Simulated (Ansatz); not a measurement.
Relaxation of CH₆FNO₂Si (12 atoms, charge 0, multiplicity 1), to a largest force component of 0.015 eV/Å in at most 40 steps.

The calculation used Ansatz 0.2.0, RKS PBE-D4/6-31G.

```xyz
12
Properties=species:S:1:pos:R:3
O -1.178 -1.183 -0.831
C -0.641 -0.789 0.366
O 0.379 -1.646 0.647
F -1.490 -1.010 1.316
N -0.294 0.575 0.410
Si 0.975 1.366 -0.355
H -0.487 -0.995 -1.478
H 0.039 -2.189 1.333
H -1.158 1.100 0.316
H 0.808 2.807 -0.131
H 0.841 1.020 -1.770
H 2.284 0.890 0.210
```

Task: Where does it end, and by what steps?

Result: It converged. Limits of this set-up: no polarisation functions. After 16 steps the energy has fallen by 1.740 eV; H7 moved furthest, 1.28 Å.

| step | energy less start (eV) | largest force component (eV/Å) | accepted |
| --- | --- | --- | --- |
| 0 | 0.0000 | 5.624 | yes |
| 1 | -1.0889 | 2.080 | yes |
| 2 | -1.3726 | 0.577 | yes |
| 3 | -1.4609 | 0.713 | yes |
| 4 | -1.5532 | 0.595 | yes |
| 5 | -1.6166 | 0.779 | yes |
| 6 | -1.6636 | 0.554 | yes |
| 7 | -1.7126 | 0.435 | yes |
| 8 | -1.6678 | 0.683 | no |
| 9 | -1.7280 | 0.071 | yes |
| 10 | -1.7331 | 0.087 | yes |
| 11 | -1.7364 | 0.077 | yes |
| 12 | -1.7379 | 0.077 | yes |
| 13 | -1.7388 | 0.046 | yes |
| 14 | -1.7395 | 0.039 | yes |
| 15 | -1.7390 | 0.149 | no |
| 16 | -1.7396 | 0.008 | yes |

```xyz
12
Properties=species:S:1:pos:R:3
O -1.800 -1.390 -0.292
C -0.661 -0.748 0.281
O 0.569 -1.422 0.035
F -0.938 -0.885 1.705
N -0.483 0.574 -0.137
Si 1.145 1.363 -0.161
H -1.707 -1.323 -1.275
H 0.579 -2.256 0.566
H -1.330 1.138 -0.155
H 0.814 2.829 -0.347
H 1.991 0.895 -1.321
H 1.899 1.168 1.134
```

Whether the end is a true minimum wasn't checked by a vibrational analysis.

The run took 4 min on 1 CPU thread of a shared host.
